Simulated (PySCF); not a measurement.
2-pyridin-2-yl-1,3-thiazole (C8H6N2S), SMILES c1ccc(-c2nccs2)nc1.

Geometry: PBE0-D3(BJ)/def2-SVP. The values are those of a single conformer.

Method: TDA-PBE0/def2-SVP run with PySCF.

Vertical excitations. Isolated molecule, no solvent.

```
state  energy (eV)  λ (nm)      f                                                                main pairs
-----  -----------  ------  -----  ------------------------------------------------------------------------
S1            4.20     295  0.001                                                          HOMO−1→LUMO 98 %
S2            4.67     265  0.578                                                            HOMO→LUMO 91 %
S3            4.68     265  0.002                                                          HOMO−2→LUMO 97 %
S4            4.93     251  0.003                                                        HOMO−1→LUMO+1 94 %
S5            5.07     245  0.015                                        HOMO→LUMO+1 74 %, HOMO−4→LUMO 16 %
S6            5.72     217  0.057                                        HOMO−3→LUMO 67 %, HOMO→LUMO+2 15 %
S7            5.96     208  0.073                      HOMO−4→LUMO 55 %, HOMO−3→LUMO 14 %, HOMO→LUMO+1 12 %
S8            6.06     204  0.000                                                        HOMO−2→LUMO+1 93 %
S9            6.18     201  0.000                                                          HOMO→LUMO+3 96 %
S10           6.25     198  0.020                    HOMO−5→LUMO 52 %, HOMO→LUMO+2 15 %, HOMO−3→LUMO+1 14 %
T1            3.06     406      0                                                            HOMO→LUMO 91 %
T2            3.69     336      0                                      HOMO−1→LUMO 74 %, HOMO−1→LUMO+1 22 %
T3            4.16     298      0                                                          HOMO−2→LUMO 86 %
T4            4.25     292      0  HOMO→LUMO+2 27 %, HOMO−4→LUMO+1 19 %, HOMO−3→LUMO 13 %, HOMO→LUMO+1 13 %
```
Triplets are in the Tamm–Dancoff approximation.
